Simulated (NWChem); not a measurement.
System: C₂H₅BrSi; SMILES C=C[SiH2]Br

NWChem input:

```
start job
memory heap 200 mb stack 900 mb global 1100 mb
geometry units angstroms noautoz
  Si    -0.823660    -0.576573    -0.087626
  Br     0.227413     1.383753     0.267412
  C      0.427817    -1.914457    -0.451080
  C      0.582149    -2.995909     0.339853
  H     -1.595514    -0.936591     1.149217
  H     -1.758255    -0.355801    -1.242828
  H      1.060666    -1.815192    -1.352408
  H      1.316157    -3.788443     0.112793
  H     -0.019358    -3.138930     1.254696
end
basis spherical
  * library def2-tzvp
end
dft
  xc xpbe96 cpbe96
  iterations 150
  semidirect filesize 400000000
  mulliken
end
task dft energy
```

Parts of the log:

```
             Northwest Computational Chemistry Package (NWChem) 7.3.0
             --------------------------------------------------------

 C1  symmetry detected

                             Geometry "geometry" -> ""
                             -------------------------

 Output coordinates in angstroms (scale by  1.889725989 to convert to a.u.)

  No.       Tag          Charge          X              Y              Z
 ---- ---------------- ---------- -------------- -------------- --------------
    1 Si                  14.0000    -0.85650576    -0.60830421     0.00353239
    2 Br                  35.0000     0.20239533     1.37969876     0.01956706
    3 C                    6.0000     0.33220346    -1.95994767    -0.49472202
    4 C                    6.0000     0.65301051    -2.98098990     0.32594076
    5 H                    1.0000    -1.37703882    -0.88438874     1.38482701
    6 H                    1.0000    -1.99418114    -0.47722200    -0.96868771
    7 H                    1.0000     0.78396243    -1.92093367    -1.50325328
    8 H                    1.0000     1.34777631    -3.78256656     0.02063846
    9 H                    1.0000     0.23544163    -3.06246134     1.34486275

 Effective nuclear repulsion energy (a.u.)     287.5989443622

  pbe96 is a nonlocal functional; adding pw91lda local functional.

                                 NWChem DFT Module
                                 -----------------

 Summary of "ao basis" -> "ao basis" (spherical)
 ------------------------------------------------------------------------------
       Tag                 Description            Shells   Functions and Types
 ---------------- ------------------------------  ------  ---------------------
 Si                        def2-tzvp                13       37   5s5p2d1f
 Br                        def2-tzvp                16       48   6s5p4d1f
 C                         def2-tzvp                11       31   5s3p2d1f
 H                         def2-tzvp                 4        6   3s1p

            General Information
            -------------------
          SCF calculation type: DFT
          Wavefunction type:  closed shell.
          No. of atoms     :     9
          No. of electrons :    66
           Alpha electrons :    33
            Beta electrons :    33
          Charge           :     0
          Spin multiplicity:     1
          Use of symmetry is: off; symmetry adaption is: off
          Maximum number of iterations: 150
          AO basis - number of functions:   177
                     number of shells:    71
          Convergence on energy requested:  1.00D-06
          Convergence on density requested:  1.00D-05
          Convergence on gradient requested:  5.00D-04

              XC Information
              --------------
          PerdewBurkeErnzerhof Exchange Functional  1.000
            Perdew 1991 LDA Correlation Functional  1.000 local
           PerdewBurkeErnz. Correlation Functional  1.000 non-local

             Grid Information
             ----------------
          Grid used for XC integration:  medium
          Radial quadrature: Mura-Knowles
          Angular quadrature: Lebedev.
          Tag              B.-S. Rad. Rad. Pts. Rad. Cut. Ang. Pts.
          ---              ---------- --------- --------- ---------
          Si                  1.10       88          11.0       590
          Br                  1.15      112          13.0       590
          C                   0.70       49          12.0       434
          H                   0.35       45          13.0       434
          Grid pruning is: on
          Number of quadrature shells:   523
          Spatial weights used:  Erf1

      Superposition of Atomic Density Guess
      -------------------------------------

 Sum of atomic energies:       -2939.07611298

      Non-variational initial energy
      ------------------------------

 Total energy =   -2940.718895
 1-e energy   =   -4658.847751
 2-e energy   =    1430.529911
 HOMO         =      -0.340492
 LUMO         =      -0.031380

------------------------------------------------------------
EAF file 0: "./job.aoints.0" size=455606272 bytes
------------------------------------------------------------
               write      read    awrite     aread      wait
               -----      ----    ------     -----      ----
     calls:      869         0         0         0         0
   data(b): 4.56e+08  0.00e+00  0.00e+00  0.00e+00
   time(s): 0.00e+00  0.00e+00  0.00e+00  0.00e+00  0.00e+00
rate(mb/s): 0.00e+00  0.00e+00
------------------------------------------------------------

     ---------------------------------------------
      Total Density - Mulliken Population Analysis
     ---------------------------------------------

    Atom       Charge   Shell Charges
 -----------   ------   -------------------------------------------------------
    1 Si  14    13.34   2.00  0.59  1.39  0.86  0.41  4.11  1.73  0.48  1.14  0.36  0.10  0.15  0.03
    2 Br  35    35.40   2.00  2.00  1.16  0.78  1.01  0.98  6.00  5.94  1.30  2.92  1.29  8.98  1.02 -0.01  0.03  0.00
    3 C    6     6.38   0.86  1.12  0.57  0.67  0.10  1.21  1.40  0.39  0.01  0.04  0.01
    4 C    6     6.27   0.86  1.12  0.57  0.66  0.12  1.17  1.27  0.44  0.02  0.04  0.01
    5 H    1     1.04   0.22  0.54  0.27  0.01
    6 H    1     1.04   0.22  0.54  0.27  0.01
    7 H    1     0.84   0.23  0.45  0.13  0.02
    8 H    1     0.84   0.24  0.45  0.13  0.02
    9 H    1     0.84   0.24  0.45  0.14  0.02

   convergence    iter        energy       DeltaE   RMS-Dens  Diis-err
 ---------------- ----- ----------------- --------- --------- ---------
 d= 0,ls=0.0,diis     1  -2942.2188405821 -3.23D+03  4.43D-03  1.29D+00
 d= 0,ls=0.0,diis     2  -2942.2227147455 -3.87D-03  3.98D-03  4.53D-01
 d= 0,ls=0.0,diis     3  -2942.2416320062 -1.89D-02  1.93D-03  2.61D-01
 d= 0,ls=0.0,diis     4  -2942.2769283507 -3.53D-02  2.41D-04  1.71D-03
 d= 0,ls=0.0,diis     5  -2942.2771513751 -2.23D-04  7.55D-05  2.84D-04
  Resetting Diis
 d= 0,ls=0.0,diis     6  -2942.2771907668 -3.94D-05  1.88D-05  2.79D-05
 d= 0,ls=0.0,diis     7  -2942.2771940364 -3.27D-06  1.25D-05  1.62D-06
 d= 0,ls=0.0,diis     8  -2942.2771936026  4.34D-07  7.74D-06  4.62D-06

         Total DFT energy =    -2942.277193602607
      One electron energy =    -4661.935478407642
           Coulomb energy =     1556.295751038233
    Exchange-Corr. energy =     -124.236410595386
 Nuclear repulsion energy =      287.598944362187

 Numeric. integr. density =       66.000020570091

                       DFT Final Molecular Orbital Analysis
                       ------------------------------------

 Vector   31  Occ=2.000000D+00  E=-2.679480D-01
              MO Center=  2.5D-01, -1.6D+00, -1.0D-01, r^2= 4.2D+00
   Bfn.  Coefficient  Atom+Function         Bfn.  Coefficient  Atom+Function
  ----- ------------  ---------------      ----- ------------  ---------------
    91      0.235816  3 C  px                94      0.202962  3 C  px
    53      0.170262  2 Br px               122      0.168025  4 C  px
   123      0.155899  4 C  py               125      0.152115  4 C  px
    55     -0.151357  2 Br pz               126      0.125981  4 C  py
    47     -0.120784  2 Br px                50      0.110483  2 Br px

 Vector   32  Occ=2.000000D+00  E=-2.572675D-01
              MO Center= -7.9D-02,  7.9D-01,  4.0D-02, r^2= 3.3D+00
   Bfn.  Coefficient  Atom+Function         Bfn.  Coefficient  Atom+Function
  ----- ------------  ---------------      ----- ------------  ---------------
    55      0.454996  2 Br pz                49     -0.318011  2 Br pz
    52      0.290552  2 Br pz                58      0.282633  2 Br pz
   155      0.109496  6 H  s                149     -0.105712  5 H  s
   156      0.101348  6 H  s                150     -0.099010  5 H  s
    46      0.097020  2 Br pz                17     -0.074987  1 Si pz

 Vector   33  Occ=2.000000D+00  E=-2.554903D-01
              MO Center=  1.9D-01,  3.6D-01, -2.0D-02, r^2= 4.4D+00
   Bfn.  Coefficient  Atom+Function         Bfn.  Coefficient  Atom+Function
  ----- ------------  ---------------      ----- ------------  ---------------
    53      0.367206  2 Br px                47     -0.255986  2 Br px
    54     -0.247670  2 Br py                50      0.233857  2 Br px
    56      0.229467  2 Br px                48      0.173978  2 Br py
    51     -0.159564  2 Br py                57     -0.155149  2 Br py
    92     -0.144241  3 C  py               122     -0.126182  4 C  px

 Vector   34  Occ=0.000000D+00  E=-7.640707D-02
              MO Center=  2.4D-01, -1.9D+00, -1.7D-02, r^2= 4.0D+00
   Bfn.  Coefficient  Atom+Function         Bfn.  Coefficient  Atom+Function
  ----- ------------  ---------------      ----- ------------  ---------------
   128      0.333400  4 C  px                19     -0.260324  1 Si py
   122      0.238533  4 C  px               129      0.236824  4 C  py
    98     -0.234303  3 C  py                97     -0.228395  3 C  px
   125      0.210516  4 C  px                57     -0.190056  2 Br py
    91     -0.181298  3 C  px               130      0.181615  4 C  pz

 Vector   35  Occ=0.000000D+00  E=-2.083529D-02
              MO Center= -5.2D-01, -5.1D-01, -3.3D-02, r^2= 5.7D+00
   Bfn.  Coefficient  Atom+Function         Bfn.  Coefficient  Atom+Function
  ----- ------------  ---------------      ----- ------------  ---------------
    19      0.641766  1 Si py                 5      0.564465  1 Si s
    43     -0.480153  2 Br s                 57      0.363517  2 Br py
     4      0.341943  1 Si s                156     -0.318829  6 H  s
    97     -0.313546  3 C  px                16      0.299037  1 Si py
    18      0.281922  1 Si px               121      0.261119  4 C  s

[...]
```

Level: PBE/def2-TZVP. Geometry: optimised at PBE-D3(BJ)/def2-SVP.
